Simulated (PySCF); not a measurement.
## Two-dimensional NMR puzzle

Compound of formula C$_{9}$H$_{12}$Si. Correlations simulated from computed shifts and the bond graph:

HSQC (one-bond C–H):
```tsv
δH	δC
6.56	145.7
5.38	122.0
5.32	122.0
5.21	80.4
2.86	46.3
0.30	-4.8
```

COSY cross peaks (H two or three bonds apart, from the bond graph; peaks can be absent where the dihedral angle is near 90°):
```tsv
δH	δH
6.56	5.38
6.56	5.32
6.56	2.86
5.38	5.32
4.59	0.30
```

HMBC (two and three bonds, from the bond graph):
```tsv
δH	δC
6.56	122.0, 94.4, 46.3
5.38	145.7, 46.3
5.32	145.7, 46.3
5.21	230.6, 94.4
4.59	109.3, 101.7, -4.8
2.86	230.6, 145.7, 122.0, 109.3, 94.4
0.30	101.7
```

Carbons without hydrogens: δ 230.6, 109.3, 101.7, 94.4.

[PySCF: PBE0/pcSseg-1 with gauge-including orbitals; structure optimised with GFN2-xTB; non-relativistic Hamiltonian; single conformer; equivalent nuclei averaged; no solvent model]

References, each an isolated molecule treated in the same way: 1H (σ = 31.72 ppm), 13C (σ = 186.93 ppm) against TMS.

Exchangeable hydrogens are left out of these lists.

Assemble the structure.

Results:

`InChI=1S/C9H12Si/c1-4-6-9(5-2)7-8-10-3/h4H,1-2,6,10H2,3H3`.

Structure with atom numbers: `[CH2:1]=[C:2]=[C:3]([C:4]#[C:5][SiH2:6][CH3:7])[CH2:8][CH:9]=[CH2:10]`; H(Xn) means a hydrogen on atom n. Ha(C10) is cis to C8; Hb(C10) is trans to C8.

δC 230.6 is C2, a central carbon of an allene. δC 145.7 is C9, an alkene CH (δH 6.56). δC 122.0 is C10, a terminal =CH2 carbon (δH 5.38, 5.32). δC 109.3 is C4, an alkyne carbon. δC 101.7 is C5, an alkyne carbon. δC 94.4 is C3, a terminal carbon of a cumulated C=C=C unit. δC 80.4 is C1, a terminal carbon of a cumulated C=C=C unit (δH 5.21). δC 46.3 is C8, an allylic sp3 CH2 (δH 2.86). δC -4.8 is C7, a methyl carbon bonded to Si (δH 0.30). HMBC from δH 6.56 reaches the proton-free carbon C3. HMBC from δH 5.21 reaches the proton-free carbons C2, C3. HMBC from δH 4.59 reaches the proton-free carbons C4, C5. HMBC from δH 2.86 reaches the proton-free carbons C2, C4, C3. COSY links 6.56–5.38, 6.56–5.32, 6.56–2.86, 5.38–5.32, 4.59–0.30.

The shifts were computed for this structure.

Shifts are as computed. Against solution values, carbons near 30 ppm lie about +3 ppm off and those near 130 ppm about +5 ppm. Of 1309 compounds with measured shifts, 239 miss one by over three times the rms of a fit or turn the order of signals round; such compounds aren't used in these exercises.
